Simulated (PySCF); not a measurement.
Isomers of C4H12Sn, mass 179.996 u with the commonest isotopes. Method used: PBE0-D3(BJ)/def2-SVP geometry optimisation, gas phase, def2 core potentials past Kr in PySCF 2.14.0. One conformer each, none proved a minimum here; rigid rotors. Atoms past krypton carry def2 core potentials.

Problem. Order these by rotational constant A, smallest first.
A. `[C](C)(C)([SnH3])C` (Sn(tBu)H3)
B. `C[CH2][SnH]([CH3])[CH3]` (SnHMe2Et)
C. SnH3(nBu) (`[H][Sn]([H])([H])[CH2]CCC`)
D. SnMe4, `[CH3][Sn]([CH3])([CH3])[CH3]`

Solution. D (2415 MHz), B (3846 MHz), A (4257 MHz), C (10324 MHz).

Problem. Order these by rotational constant C, largest first.
A. SnHMe2Et, `C[CH2][SnH]([CH3])[CH3]`
B. `[CH3][Sn]([CH3])([CH3])[CH3]` (SnMe4)
C. SnH3(nBu) (`[H][Sn]([H])([H])[CH2]CCC`)
D. Sn(tBu)H3 (`C[C](C)(C)[SnH3]`)

Solution. B (2410 MHz), D (1517 MHz), A (1484 MHz), C (760.1 MHz).

Problem. Order these by out-of-plane moment Σ m c² = (Ia + Ib − Ic)/2, smallest first.
A. `[H][Sn]([CH3])([CH3])[CH2]C` (SnHMe2Et)
B. Sn(tBu)H3 (`[H][Sn]([H])([H])[C](C)(C)C`)
C. `[CH3][Sn]([CH3])([CH3])[CH3]` (SnMe4)
D. SnH3(nBu), `[H][Sn]([H])([H])[CH2]CCC`

Solution. D (15.86 u·Å²), A (27.29 u·Å²), B (59.35 u·Å²), C (104.49 u·Å²).

```
                      SMILES  point group  Ia (u·Å²)  Ib (u·Å²)  Ic (u·Å²)      κ  μa (D)  μb (D)  μc (D)
 [H][Sn]([H])([H])[C](C)(C)C           C3     118.73     333.18     333.20  -1.00    0.96    0.00    0.00
[CH3][Sn]([CH3])([CH3])[CH3]      near Td     209.31     209.36     209.68      –    0.01    0.00    0.01
   [H][Sn]([H])([H])[CH2]CCC           C1      48.95     647.67     664.91  -1.00    0.92    0.09    0.21
 [H][Sn]([CH3])([CH3])[CH2]C           C1     131.41     263.63     340.45  -0.63    0.04    0.08    0.64
```
